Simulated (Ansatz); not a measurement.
## Worked example: the step energy

An elementary step of SiH5ClF2, singlet (SiH₃Cl ([SiH3][Cl]) + HF + HF → SiH₃F ([F][SiH3]) + HCl + HF; Si–Cl, H–F, H–F broken or loosened, Si–F, Cl–H, H–F formed or tightened). “Start” and “end” are the PBE0-D4/def2-TZVP structures reached by relaxing down either side of its saddle point, with the molecules still in contact.

Ansatz 0.2.0; basis: def2-TZVPP and def2-QZVPP; cores frozen in the correlated methods.

Energies in eV:

| quantity | end | start |
| --- | --- | --- |
| Hartree–Fock, triple zeta (X = 3) | -25861.82560 | -25861.35702 |
| Hartree–Fock, quadruple zeta (X = 4) | -25862.69259 | -25862.20630 |
| MP2 correlation, X = 3 | -23.51822 | -23.68790 |
| MP2 correlation, X = 4 | -25.73085 | -25.92768 |
| CCSD(T) correlation, X = 3 | -25.39898 | -25.53399 |

Work out the step energy at the basis limit: extrapolate Hartree–Fock as E(X) = E∞ + A exp(−7.88 √X) and the MP2 correlation as E(X) = E∞ + B X^−2.97 (the exponents that Neese and Valeev fitted for def2-TZVPP and QZVPP), then add CCSD(T) − MP2 in triple zeta.

Each step is linear, so take the differences first (end − start): Hartree–Fock -0.46858 (X = 3) and -0.48629 (X = 4); MP2 correlation 0.16968 and 0.19683; CCSD(T) correlation 0.13501.
Two points give E∞ = E(4) + w [E(4) − E(3)], with w = 1/(exp(7.88 (2 − √3)) − 1) = 0.1377 for Hartree–Fock and w = 1/((4/3)^2.97 − 1) = 0.7407 for the correlation.
Hartree–Fock: -0.48629 + 0.1377 × (-0.01771) = -0.4887 eV.
MP2 correlation: 0.19683 + 0.7407 × 0.02715 = 0.2169 eV.
CCSD(T) − MP2: 0.13501 − 0.16968 = -0.0347 eV.
Sum: -0.4887 + 0.2169 + (-0.0347) = -0.3065 eV, or -7.07 kcal/mol. Plain CCSD(T) in triple zeta gives -0.3336 eV, so the larger basis shifts the result by 0.0271 eV.

No T1 diagnostic of these runs exceeds 0.011.

Labels in which every atom is bracketed show which atoms are joined, not bond orders.

For scale, one of the runs: CCSD(T)/def2-TZVPP, 216 basis functions, launched by `ansatz run in.yaml --threads 4 --pin off --events-out ev --progress --plain --max-ram 9574MiB`. The run took 84 s on 4 CPU threads of an Intel Xeon (shared host), with 3.2 GiB of host memory at its peak.
